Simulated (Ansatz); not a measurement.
These are frozen-core CCSD(T)/cc-pVTZ // r2SCAN-D4/def2-TZVP in Ansatz (a quantum-chemistry and plane-wave program) values and carry that method's errors. The geometry is that of the parent before the electron was removed.

Ansatz 0.2 input:
```yaml
crystal:
  periodic: [false, false, false]
  atoms:
    - { symbol: B, position_ang: [-1.070477, -0.208176, 0.033107] }
    - { symbol: N, position_ang: [0.19002, 0.420207, 0.174763] }
    - { symbol: C, position_ang: [1.363265, -0.103217, -0.215803] }
    - { symbol: N, position_ang: [2.375, -0.553566, -0.552103] }
    - { symbol: H, position_ang: [-1.110362, -1.283821, -0.468926] }
    - { symbol: H, position_ang: [-2.017621, 0.391248, 0.431685] }
    - { symbol: H, position_ang: [0.270176, 1.337326, 0.597276] }
basis:
  gaussian: { orbitals: cc-pVTZ }
correlation:
  method: ccsd_t
total_charge: 1
magnetization:
  spin_polarized: true
  initial_magnetization: 1
```

Output:

```
Functional definition: HF
943 factors; integrals over basis functions are off by at most 9.7e-4 eV
mean field evaluation 1: about -4695.6519 eV, gradient 3.6e1 eV
mean field evaluation 2: about -4695.6567 eV, gradient 3.6e1 eV
mean field evaluation 4: about -4704.0259 eV, gradient 1.0e1 eV
mean field evaluation 8: about -4704.9922 eV, gradient 7.0e-1 eV
mean field evaluation 16: about -4705.0470 eV, gradient 8.9e-5 eV
mean field evaluation 32: about -4703.2449 eV, gradient 3.6e-1 eV
mean field evaluation 64: about -4705.0461 eV, gradient 2.4e-1 eV
mean field evaluation 96: about -4703.9177 eV, gradient 4.5e-1 eV
mean field evaluation 128: about -4702.2274 eV, gradient 8.2e-2 eV
mean field evaluation 160: about -4705.0470 eV, gradient 1.3e-2 eV
mean field evaluation 192: about -4703.9320 eV, gradient 6.0e-4 eV
mean field evaluation 224: about -4702.0065 eV, gradient 9.3e0 eV
mean field evaluation 256: about -4699.2591 eV, gradient 1.8e0 eV
mean field evaluation 288: about -4699.1128 eV, gradient 3.0e-1 eV
mean field evaluation 320: about -4696.9184 eV, gradient 9.8e-3 eV
mean field evaluation 352: about -4696.5995 eV, gradient 1.6e-3 eV
mean field evaluation 384: about -4697.0933 eV, gradient 8.1e0 eV
mean field evaluation 416: about -4697.4333 eV, gradient 5.5e-2 eV
mean field evaluation 448: about -4699.4077 eV, gradient 1.1e1 eV
mean field evaluation 480: about -4695.0857 eV, gradient 1.4e0 eV
mean field -4705.04700024 eV, -172.9072880633 hartree, gradient 2.9e-6 eV, S^2 0.880886; 7 other end points of the search recorded, 0 dependent functions left out
determinant -4705.04700024 eV, -172.9072880633 hartree, with singles and doubles -4721.93092933 eV, -173.5277610131 hartree
determinant -4703.93195947 eV, -172.8663110708 hartree, with singles and doubles -4720.52316380 eV, -173.4760265841 hartree
determinant -4703.24901034 eV, -172.8412131532 hartree, with singles and doubles -4719.96662664 eV, -173.4555742209 hartree
determinant -4703.19719257 eV, -172.8393088855 hartree, with singles and doubles -4720.02200489 eV, -173.4576093339 hartree
determinant -4702.22883519 eV, -172.8037224081 hartree, with singles and doubles -4719.78539982 eV, -173.4489142579 hartree
4 core orbitals not correlated
reference -4705.04700024 eV, -172.9072880633 hartree; 10, 9 occupied and 148, 149 virtual orbitals, 943 factors
second order -15.64835638 eV of doubles, -0.00000000 eV of singles
cycle   1  -16.66345059 eV  change    -1.4e0 eV  update   2.4e-2
cycle   2  -16.70865135 eV  change   -4.5e-2 eV  update   5.6e-3
cycle   3  -16.70536100 eV  change    3.3e-3 eV  update   2.9e-3
cycle   4  -16.71011353 eV  change   -4.8e-3 eV  update   1.6e-3
cycle   5  -16.71155825 eV  change   -1.4e-3 eV  update   1.1e-3
cycle   6  -16.71210204 eV  change   -5.4e-4 eV  update   4.8e-4
cycle   7  -16.71243185 eV  change   -3.3e-4 eV  update   2.4e-4
cycle   8  -16.71232933 eV  change    1.0e-4 eV  update   9.8e-5
cycle   9  -16.71221101 eV  change    1.2e-4 eV  update   4.3e-5
cycle  10  -16.71218429 eV  change    2.7e-5 eV  update   1.7e-5
cycle  11  -16.71218067 eV  change    3.6e-6 eV  update   5.9e-6
perturbative correction -0.76519270 eV, -0.0281203131 hartree
Total energy: -4722.52437361 eV, -173.5495696881 hartree
```

Cost: about 4 core-minutes (a rough figure).
